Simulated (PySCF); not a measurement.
A PySCF script (with the pyscf-properties extension) for the NMR shieldings of SMILES C[Se]C, C₂H₆Se, on a PBE0-D3(BJ)/def2-SVP geometry:

```python
import basis_set_exchange as bse
import numpy as np
from pyscf import gto, dft
from pyscf.prop import nmr

atoms = """
C     1.449745    0.081852    0.137935
Se    0.053553    0.614432   -1.099292
C    -1.443178   -0.069653   -0.071486
H     1.456931   -1.008997    0.272218
H     2.407881    0.393476   -0.300016
H     1.322323    0.580235    1.109218
H    -1.359403   -1.157235    0.063235
H    -2.356027    0.150273   -0.641709
H    -1.504716    0.427607    0.906766
"""
names = dict.fromkeys(["C", "Se", "H"], "STO-3G")
basis = {el: gto.basis.parse(bse.get_basis(n, elements=[el], fmt="nwchem")) for el, n in names.items()}
mol = gto.M(atom=atoms, basis=basis, charge=0, verbose=0)
mf = dft.RKS(mol, xc="PBE0")
mf.grids.level = 2
mf.grids.alignment = dft.numint.BLKSIZE   # the property module wants whole blocks of grid points
mf.conv_tol = 1e-9
mf.kernel()

calc = nmr.RKS(mf)   # GIAO
C = mf.mo_coeff
Co = C[:, mf.mo_occ > 0]
resp = mf.gen_response(singlet=True, hermi=2)
def vind(x):   # induced exchange potential for any number of trial vectors
    d = np.einsum("pi,xij,qj->xpq", C, 2 * x.reshape(-1, C.shape[1], Co.shape[1]), Co, optimize=True)
    return np.einsum("xpq,pi,qj->xij", resp(d - d.transpose(0, 2, 1)), C, Co, optimize=True).ravel()
mo1, _ = nmr.rhf.solve_mo1(calc, with_cphf=vind)
sigma = calc.kernel(mo1)
for i, s in enumerate(sigma):   # ppm
    print("%2d %-2s %9.2f" % (i, mol.atom_pure_symbol(i), np.trace(s) / 3))
```

Problem. What does it print?

Solution. 
```
 0 C     219.59
 1 Se   2462.91
 2 C     219.58
 3 H      31.89
 4 H      31.83
 5 H      31.88
 6 H      31.89
 7 H      31.83
 8 H      31.89
```

These numbers come from an equivalent density-fitted implementation of the same equations, which agrees with the script to about 0.01 ppm for H and up to a few tenths of a ppm for heavy atoms, so last digits may differ.

Relativistic effects, spin–orbit coupling among them, are left out; they matter for Se and for the light atoms bonded to it.

Size and cost of the density-fitted run: 34 basis functions, about 1.6 core-seconds.
